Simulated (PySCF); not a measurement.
# What a mistake does to a calculation on BCH5OSi

These are calculations, not measurements. The program is PySCF 2.14.0, an open-source quantum chemistry code, run on an isolated molecule that a program drew, which may never have been made. The molecule is BCH5OSi (charge 0, singlet), drawn as the SMILES string `BC(O)=[SiH2]`.

Each row is a Hartree-Fock (HF) and frozen-core CCSD(T) single point in the cc-pV(D+d)Z basis, meant for a local HF minimum. Run 1 is clean. Each other run has one planted mistake out of seven kinds, and not every kind appears here: one electron removed, one electron added, multiplicity raised by two, geometry at a saddle point, minimal basis STO-3G, one bond length entered in bohr, all coordinates scaled. The reference is restricted for singlets and unrestricted otherwise, and also for a bond in bohr. Adding or removing an electron swaps singlet and doublet. Electrons count all cores. HOMO and LUMO are orbital energies over both spins, the gradient is its largest component, and the lowest frequency (negative if imaginary) is given only where the gradient is small. Bond lengths are over the 8 bonds as drawn. T1 is the CCSD diagnostic: over 0.02 (restricted) or 0.045 (unrestricted) a single reference is doubtful.

Geometry of the clean run:
```xyz
9
BCH5OSi, angstrom
B    -1.1249    1.1497   -0.2030
C    -2.3434    0.2162   -0.1736
O    -3.5570    0.7380   -0.5225
Si   -1.9656   -1.4002    0.3084
H    -1.2325    2.2996   -0.5256
H    -0.0499    0.7121    0.1031
H    -4.2391    0.0858   -0.4758
H    -0.5976   -1.7857    0.6513
H    -2.9709   -2.4767    0.4052
```

| run | electrons | basis functions | <S^2> | HOMO (eV) | LUMO (eV) | gradient (hartree/bohr) | lowest frequency (cm^-1) | mean bond (Å) | longest bond (Å) | T1 | HF (hartree) | CCSD(T) (hartree) | mistake |
|---|---|---|---|---|---|---|---|---|---|---|---|---|---|
| 1 | 38 | 90 | 0.000 | -8.24 | 1.20 | 3.4e-05 | 182 | 1.3641 | 1.729 | 0.0153 | -429.18390 | -429.75023 | no fault |
| 2 | 38 | 90 | 0.840 | -8.35 | 0.87 | 2.6e-02 | - | 1.4974 | 2.266 | 0.0702 | -429.06269 | -429.63036 | one bond length entered in bohr |
| 3 | 37 | 90 | 0.757 | -16.22 | -6.46 | 6.8e-02 | - | 1.3641 | 1.729 | 0.0240 | -428.91941 | -429.44739 | one electron removed |
| 4 | 38 | 90 | 2.024 | -6.39 | 0.10 | 1.0e-01 | - | 1.3641 | 1.729 | 0.0246 | -429.12927 | -429.66963 | ? |

**Which mistake was planted in run 4, and what did it cost?**

Electrons, basis and geometry are unchanged, and <S^2> is 2.024, beside S(S+1) = 2.00 for a multiplicity of 3. So the mistake is: multiplicity raised by two. Subtracting run 1 and multiplying by 627.51 kcal/mol a hartree, the energy moved by 34.3 kcal/mol in HF and 50.6 kcal/mol in CCSD(T).

Cautions from the logs. Run 2: T1 is over the limit, so its CCSD(T) energy is less reliable.
